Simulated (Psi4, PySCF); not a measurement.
Here is a job for Psi4.
```
memory 2 GB

molecule {
0 1
Ge    0.00153259   -0.00969248    1.22657057
I     1.01567043   -1.73555606   -0.38529276
I    -1.01659577    1.74140812   -0.35527815
}

set {
  basis def2-svpd
  scf_type pk
  puream true
  d_convergence 1e-8
  dft_radial_points 99
  dft_spherical_points 590
}

energy('bhhlyp')
print_variables()
```

Q: Write the same job for PySCF.

A: This is not unique; one that fits is 
```python
from pyscf import gto, scf, dft

mol = gto.Mole()
mol.atom = '''
    Ge    0.00153259   -0.00969248    1.22657057
    I     1.01567043   -1.73555606   -0.38529276
    I    -1.01659577    1.74140812   -0.35527815
'''
mol.basis = 'def2-svpd'
mol.ecp = {'I': 'def2-svpd'}
mol.verbose = 4
mol.build()

mf = dft.RKS(mol)
mf.xc = 'bhandhlyp'
mf.grids.atom_grid = (99, 590)
mf.grids.prune = None
mf.kernel()
```

Both were run: Psi4 gave -2672.109130 Eh and PySCF -2672.109127 Eh, 0.003 mEh apart.
